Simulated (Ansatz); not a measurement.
```yaml
crystal:
  periodic: [false, false, false]
  atoms:
    - {symbol: F, position_ang: [-1.251855, -0.961792, 1.747589]}
    - {symbol: Ge, position_ang: [0.029223, -0.829701, 0.290715]}
    - {symbol: S, position_ang: [0.895687, 1.500278, 0.489157]}
    - {symbol: Cl, position_ang: [-1.232242, -1.183407, -1.743911]}
    - {symbol: H, position_ang: [1.615075, 1.392080, -0.829920]}
basis:
  gaussian: {orbitals: cc-pVTZ-PP}
magnetization: {spin_polarized: true, initial_magnetization: 1}
hamiltonian: {xc: {name: PBEsol}}
```

```sh
$ ansatz run in.yaml --threads 2 --pin off --events-out ev --progress --plain --max-ram 22528MiB --backend cpu
```

Question: How does Ansatz answer? (Estimate.)

Answer: Computed: The program refused the input.
```
Functional definition: PBEsol
Error: <dir> the basis set cc-pVTZ-PP has no functions for F
```
